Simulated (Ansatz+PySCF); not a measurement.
The numbers below are computed, except where a source is named.
Input for Ansatz (development build ahead of 0.2.0):

```yaml
crystal:
  periodic: [false, false, false]
  atoms:
    - { symbol: Sc, position_ang: [0.0, 0.0, -0.41581] }
    - { symbol: O, position_ang: [0.0, 0.0, 1.09151] }
basis:
  gaussian: { orbitals: def2-SVP }
magnetization:
  spin_polarized: true
  initial_magnetization: 1
hamiltonian:
  xc: hf
scf:
  omitted_lower_state_checks: [starts, atomic_configurations, cluster_reference, orbital_swaps, given_window_search, neighbouring_geometries, increment]
```

The input is written out in the form of the current development build from the run's settings.

Results

| Property | Result |
| --- | --- |
| Converged | yes |
| Total energy | -834.43669 hartree |
| Spin squared of the determinant | 0.753 |
| Stability test | minimum |
